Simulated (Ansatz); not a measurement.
Relaxation of CH$_{6}$BFO (10 atoms, charge 0, multiplicity 1), to a largest force component of 0.03 eV/Å in at most 50 steps.

Level of theory: Ansatz 0.2.0, RKS LDA/def2-SVP.

```xyz
10
Properties=species:S:1:pos:R:3
B 0.104 0.172 0.247
C 0.031 0.230 1.824
H -0.943 -0.115 2.237
H 0.876 -0.309 2.305
H 0.148 1.294 2.139
H 1.136 0.319 -0.393
F -1.034 0.160 -0.448
O -0.141 -2.407 0.422
H -0.966 -2.215 -0.069
H -0.314 -1.996 1.308
```

Q: Where does it end, and by what steps?

A: The run converged. After 12 steps the energy has fallen by 0.521 eV; O8 moved furthest, 0.53 Å. Joined: B1–O8 (2.60 → 1.67 Å).

```json
{"step": "0", "energy less start (eV)": "0.0000", "largest force component (eV/Å)": "0.672", "accepted": "yes"}
{"step": "1", "energy less start (eV)": "-0.1076", "largest force component (eV/Å)": "0.987", "accepted": "yes"}
{"step": "2", "energy less start (eV)": "-0.2877", "largest force component (eV/Å)": "1.246", "accepted": "yes"}
{"step": "3", "energy less start (eV)": "-0.4492", "largest force component (eV/Å)": "0.844", "accepted": "yes"}
{"step": "4", "energy less start (eV)": "-0.4927", "largest force component (eV/Å)": "0.466", "accepted": "yes"}
{"step": "5", "energy less start (eV)": "-0.5113", "largest force component (eV/Å)": "0.285", "accepted": "yes"}
{"step": "6", "energy less start (eV)": "-0.4813", "largest force component (eV/Å)": "0.848", "accepted": "no"}
{"step": "7", "energy less start (eV)": "-0.5182", "largest force component (eV/Å)": "0.089", "accepted": "yes"}
{"step": "8", "energy less start (eV)": "-0.5190", "largest force component (eV/Å)": "0.083", "accepted": "yes"}
{"step": "9", "energy less start (eV)": "-0.5199", "largest force component (eV/Å)": "0.066", "accepted": "yes"}
{"step": "10", "energy less start (eV)": "-0.5204", "largest force component (eV/Å)": "0.110", "accepted": "yes"}
{"step": "11", "energy less start (eV)": "-0.5206", "largest force component (eV/Å)": "0.046", "accepted": "yes"}
{"step": "12", "energy less start (eV)": "-0.5208", "largest force component (eV/Å)": "0.012", "accepted": "yes"}
```

```xyz
10
Properties=species:S:1:pos:R:3
B 0.042 -0.212 0.349
C 0.074 0.215 1.870
H -0.831 -0.128 2.429
H 0.978 -0.140 2.410
H 0.074 1.324 1.944
H 1.044 -0.025 -0.345
F -1.146 0.060 -0.315
O -0.064 -1.878 0.401
H -0.659 -2.038 -0.369
H -0.615 -2.044 1.200
```

Whether the end is a true minimum wasn't checked by a vibrational analysis.

The run took 13 s on 2 threads of Arm Neoverse V2 (shared host), peak memory 0.14 GiB.
